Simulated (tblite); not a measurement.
Compound: tetrahydrothiopyran-4-one, C5H8OS.
Cartesian coordinates in Å at the GFN2-xTB level; atoms count from 1:
```xyz
15
C5H8OS angstrom
O      0.2562    1.5524    1.7850
C      0.1149    1.0281    0.7107
C     -1.2451    0.6954    0.1351
C     -1.3976   -0.8114   -0.0607
S     -0.1922   -1.4422   -1.2648
C      1.2936   -0.8969   -0.3721
C      1.2834    0.6152   -0.1586
H     -2.0173    1.0557    0.8183
H     -1.3597    1.1956   -0.8288
H     -2.3808   -1.0524   -0.4616
H     -1.2537   -1.3450    0.8800
H      2.1432   -1.1957   -0.9846
H      1.3337   -1.4264    0.5810
H      2.2127    0.9222    0.3260
H      1.2043    1.1134   -1.1269
```

Computed with GFN2-xTB (tblite): harmonic, unscaled wavenumbers at the GFN2-xTB geometry, gas phase. The method is semi-empirical: single wavenumbers can be off by several per cent or more. One conformer, not necessarily the lowest.

Harmonic wavenumbers (cm⁻¹): 75.8, 169.7, 236.2, 317.6, 359.6, 440.6, 490.6, 673.5, 689.1, 707.4, 788.4, 795.1, 917.2, 931.8, 1011.0, 1014.8, 1043.3, 1063.4, 1113.3, 1129.5, 1180.3, 1215.9, 1246.2, 1258.4, 1286.2, 1296.7, 1437.3, 1445.8, 1446.2, 1454.0, 1778.0, 2968.7, 2969.4, 2981.9, 2986.2, 2987.0, 2988.2, 3008.1, 3010.5.

A = 3928, B = 1868, C = 1401 MHz; mass 116.030 u (most abundant isotopes); point group Cs, symmetry number 1.

Zero-point energy?

½Σν̃ = 26456 cm⁻¹ = 316.49 kJ/mol.

What is S at 298.15 K and 1 bar for an ideal gas of classical rigid rotors and harmonic oscillators?

Translation 168.14, rotation 116.47, vibration 60.96: S = 345.6 J/(mol K).

And Cp and H(298.15 K) − H(0)?

Cp = 115.43 J/(mol K), of which vibrations give 82.17 (their classical limit is 39 R = 324.3); H(298.15 K) − H(0) = 20.54 kJ/mol without the zero-point energy, 10.63 from vibrations.

Blend soft modes into free rotors: weight 1/[1 + (100 cm⁻¹/ν̃)⁴] for the oscillator and the rest for a rotor with moment μB/(μ + B), μ = h/(8π²ν), B = 10⁻⁴⁴ kg m². What vibrational entropy results?

58.25 J/(mol K) in place of 60.96, which changes −T·S at 298.15 K by +0.81 kJ/mol.

How do the functions run with temperature in this model?

```tsv
T (K)	S (J/(mol K))	Cp (J/(mol K))	H − H(0) (kJ/mol)	G − H(0) (kJ/mol)	ln q(vib)
50	229.0	41.0	1.80	-9.65	0.13
100	261.2	53.6	4.16	-21.96	0.55
373.15	374.3	141.7	30.19	-109.49	4.16
500	421.4	180.5	50.72	-159.99	6.18
750	505.6	233.9	103.05	-276.12	10.36
1000	577.8	267.9	166.06	-411.77	14.45
```

q(vib) and H(0) count from the zero-point level.

Hindered rotation and anharmonicity are outside this model. Other conformers, if any are populated, would add a mixing term that is left out.

Run on x86-64 server, one thread, shared host. This covers the Hessian and the dipole derivatives.
